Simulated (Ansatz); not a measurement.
Abridged output of a molecular run in Ansatz:

```
Functional definition: HF
1150 factors; integrals over basis functions are off by at most 1.1e-3 eV
mean field evaluation 1: about -73427.4222 eV, gradient 3.4e1 eV
mean field evaluation 2: about -73427.5678 eV, gradient 3.4e1 eV
mean field evaluation 4: about -73430.0841 eV, gradient 3.3e0 eV
mean field evaluation 8: about -73430.1370 eV, gradient 2.5e-1 eV
mean field -73430.13757133 eV, -2698.5077830115 hartree, gradient 3.2e-6 eV, S^2 0.000000; 0 other end points of the search recorded, 0 dependent functions left out
12 core orbitals not correlated: weight in the atoms' cores, before any rotation towards them, 1.000 or more for the frozen orbitals, at most 0.000 for the correlated occupied ones
reference -73430.13757133 eV, -2698.5077830115 hartree; 16, 16 occupied and 155, 155 virtual orbitals, 1150 factors
second order -19.24237755 eV of doubles, -0.00000000 eV of singles
cycle   1  -19.43409142 eV  change   -1.9e-1 eV  update   9.4e-2
cycle   2  -19.89407886 eV  change   -4.6e-1 eV  update   2.7e-2
cycle   3  -19.99023034 eV  change   -9.6e-2 eV  update   1.5e-2
cycle   4  -19.97249066 eV  change    1.8e-2 eV  update   4.2e-3
cycle   5  -19.97252726 eV  change   -3.7e-5 eV  update   2.0e-3
cycle   6  -19.97308927 eV  change   -5.6e-4 eV  update   6.3e-4
cycle   7  -19.97264430 eV  change    4.4e-4 eV  update   2.7e-4
cycle   8  -19.97267696 eV  change   -3.3e-5 eV  update   1.1e-4
cycle   9  -19.97274194 eV  change   -6.5e-5 eV  update   5.0e-5
cycle  10  -19.97270906 eV  change    3.3e-5 eV  update   1.9e-5
perturbative correction -0.72856556 eV, -0.0267742905 hartree
Total energy: -73450.83884595 eV, -2699.2685408219 hartree
```

Its atoms:

Z-matrix (Å, degrees):
```
B
B 1 1.660
H 1 1.196 2 121.0
H 1 1.196 2 121.0 3 -173.3
O 2 1.338 1 132.3 3 -93.3
Br 2 1.968 1 107.5 3 86.7
H 5 0.963 2 114.5 1 180.0
```

Task: Which basis set was used?
A. def2-QZVPP
B. def2-TZVPP
C. cc-pV(D+d)Z
D. def2-TZVPPD

Result: B. It gives 183 functions.

Task: Write the keys of the input that set method, charge and spin (a neutral closed shell needs none for the last two).

Result: 
```yaml
correlation: {method: ccsd_t}
```
